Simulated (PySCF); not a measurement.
Start geometry of `[SiH3]/C=C(\[SiH3])Cl` from GFN2-xTB (Å):
```
atom  x, y, z in Å
Si1    1.9058   -0.4254    0.0206
C2     0.6449    1.0129   -0.0708
C3    -0.6888    0.8898   -0.0655
Si4   -1.7430   -0.6347    0.0454
Cl5   -1.6632    2.3299   -0.1681
H6     1.7248   -1.2750   -1.1457
H7     1.7128   -1.1636    1.2539
H8     3.2402    0.1995   -0.0036
H9     1.0697    2.0205   -0.1179
H10   -2.5528   -0.7024   -1.1814
H11   -2.6705   -0.4509    1.2068
H12   -0.9403   -1.8288    0.2173
```

**Question.** What comes out of this run: PBE0-D3(BJ)/def2-SVP geometry optimisation, gas phase (PySCF 2.14.0)?

**Answer.** 
```
atom  x, y, z in Å
Si1    1.0769    1.1734    0.5361
C2    -0.0827    2.6519    0.4261
C3    -1.4225    2.5986    0.4278
Si4   -2.5338    1.0785    0.5387
Cl5   -2.3608    4.0760    0.3111
H6     0.8849    0.2433   -0.6178
H7     0.8699    0.4085    1.8028
H8     2.4746    1.6961    0.5086
H9     0.3809    3.6451    0.3508
H10   -3.3730    0.9981   -0.6912
H11   -3.4126    1.2036    1.7364
H12   -1.6807   -0.1413    0.6550
```

The energy falls by 2.4 kcal/mol over 6 energy and gradient evaluations, the largest force component goes from 0.0262 to 2.4e-04 Eh/bohr, and the atoms move by 0.059 Å rms after alignment. Among the bonds, Si1–H7 and Si4–H12 change most and about equally (+0.044 Å). Bonds longer at the end by more than 0.005 Å: 7 of 11; shorter: 2. Among the angles that change most is H6–Si1–H7, from 111.6° to 108.5°. Rotational constants go from 3367, 1390, 1007 to 3319, 1396, 1006 MHz. The orientation of the end geometry is arbitrary; only internal coordinates are fixed.

The run used 117 basis functions and 39 SCF cycles in all.

No frequency check.
